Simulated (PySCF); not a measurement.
C₂H₄ClFSi₂, SMILES [SiH2](F)C#C[SiH2]Cl. Atoms are numbered in the order given.

```xyz
10

Si     2.7374     0.5760    -0.4322
F      3.7138    -0.7185    -0.4112
C      1.0177     0.0170    -0.1401
C     -0.1389    -0.3340     0.0535
Si    -1.8645    -0.8772     0.3445
Cl    -3.0978     0.7771     0.3312
H      2.8305     1.2129    -1.7697
H      3.1514     1.4942     0.6581
H     -2.2817    -1.7967    -0.7447
H     -1.9562    -1.5347     1.6732
```
Charge 0, spin multiplicity 1.

Coordinates come from a PBE0-D3(BJ)/def2-SVP optimisation. This is a generated structure with no PubChem entry under its InChIKey; it may be hypothetical.

These are B3LYP/pcSseg-1 run with PySCF values and carry that method's errors.

GIAO shieldings, no solvent; atoms alike by connectivity are averaged. δ = σ(ref) − σ: ²⁹Si against TMS (σ = 338.7 ppm); ¹⁹F against CFCl3 (σ = 161.7 ppm); ¹³C against TMS (σ = 181.3 ppm); ³⁵Cl against HCl (σ = 933.3 ppm); ¹H against TMS (σ = 31.68 ppm), references at their B3LYP-D3(BJ)/def2-TZVP geometries, non-relativistic (without spin–orbit terms, shifts of atoms bonded to Cl or Br come out too high).

Q: Estimate the chemical shifts. (An estimate is asked for; the answer gives what the named calculation found.)

A: 
| nucleus | atoms | count | δ (ppm) |
|---|---|---|---|
| ²⁹Si | Si1 | 1 | -36.5 |
| ²⁹Si | Si5 | 1 | -44.4 |
| ¹⁹F | F2 | 1 | -222.2 |
| ¹³C | C3 | 1 | 118.2 |
| ¹³C | C4 | 1 | 116.8 |
| ³⁵Cl | Cl6 | 1 | -37.3 |
| ¹H | H9, H10 | 2 | 5.39 |
| ¹H | H7, H8 | 2 | 5.28 |
